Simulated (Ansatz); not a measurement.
Cost and result for the atomization energy of CH5FGeOSi, SMILES `F[CH]1O[SiH2][GeH2]1` (10 atoms, 10 bonds).

Z-matrix (Å, degrees):
```
C
O 1 1.398
F 1 1.377 2 109.3
Ge 1 2.034 2 100.4 3 -116.7
H 1 1.093 2 109.7 3 116.9
Si 2 1.685 1 108.7 3 105.4
H 4 1.536 1 113.5 2 -104.1
H 4 1.533 1 115.3 2 127.1
H 6 1.486 2 112.5 1 -109.4
H 6 1.485 2 110.2 1 129.2
```

Total charge 0; spin multiplicity 1. Correlated methods include outer-core shells of Ge, which these sets cover unevenly. Scalar relativity is left out up to krypton. The structure was optimised at the PBE0-D4/def2-TZVP level. Program: Ansatz. All runs use 4 threads of an Arm Neoverse V2 on a shared host. Times are those of one run each, without the atoms' runs, and a repeat can differ threefold. Electronic energies, without spin–orbit coupling; frozen cores. CCSD(T)/CBS adds CCSD(T) − MP2 in def2-TZVPP to the MP2 limit, and its time is that of the two runs behind it. T1 = 0.013. With those shells the extrapolation isn't a true limit. B3LYP takes the VWN-RPA correlation (the form of Gaussian; ORCA's B3LYP/G).

CCSD(T)/CBS is a level of theory with its own doubt, some kJ/mol a heavy atom from the limit and from the frozen cores, so smaller differences don't rank the functionals.

```tsv
level	functions	wall time
PBE-D4/def2-TZVPP (with forces)	253	2.5 s
PBE0-D4/def2-TZVPP	253	3.2 s
B3LYP-D4/def2-TZVPP (with forces)	253	4.8 s
r2SCAN-D4/def2-TZVPP (with forces)	253	4.9 s
B2PLYP/def2-TZVPP	253	6 s
ωB97X-V/def2-TZVPP	253	8 s
ωB97M-V/def2-TZVPP (with forces)	253	12 s
MP2/def2-QZVPP	480	23 s
CCSD(T)/def2-TZVPP	253	3.6 min
CCSD(T)/CBS(def2)	–	4 min
```

**Question.** What atomization energy does each give, and how far from CCSD(T)/CBS? (Estimate.)

**Answer.** Computed: 
```csv
level,atomization (kcal/mol),difference from CCSD(T)/CBS,per bond
PBE-D4/def2-TZVPP (with forces),814.9,11.0,1.1
PBE0-D4/def2-TZVPP,797.0,-6.9,-0.7
B3LYP-D4/def2-TZVPP (with forces),795.7,-8.2,-0.8
r2SCAN-D4/def2-TZVPP (with forces),805.0,1.1,0.1
B2PLYP/def2-TZVPP,788.7,-15.2,-1.5
ωB97X-V/def2-TZVPP,808.0,4.1,0.4
ωB97M-V/def2-TZVPP (with forces),800.9,-3.0,-0.3
MP2/def2-QZVPP,808.4,4.5,0.5
CCSD(T)/def2-TZVPP,781.8,-22.1,-2.2
CCSD(T)/CBS(def2),803.9,0.0,0.0
```

In def2-TZVPP, CCSD(T) changes the Hartree–Fock value by +224.0 kcal/mol (the triples alone add +14.2 kcal/mol) and MP2 by +237.6 kcal/mol; breaking electron pairs costs correlation energy, which Hartree–Fock lacks. From PBE to PBE0 (25 % exact exchange), in def2-TZVPP and without D4, the atomization energy moves by −17.0 kcal/mol: exact exchange takes away binding that semilocal exchange gives to molecules. The D4 term adds +8.8 kcal/mol with B3LYP and +4.6 kcal/mol with PBE0; it sums over pairs of atoms, weighted by their polarisabilities, and B3LYP, whose exchange is more repulsive, gets the larger term.
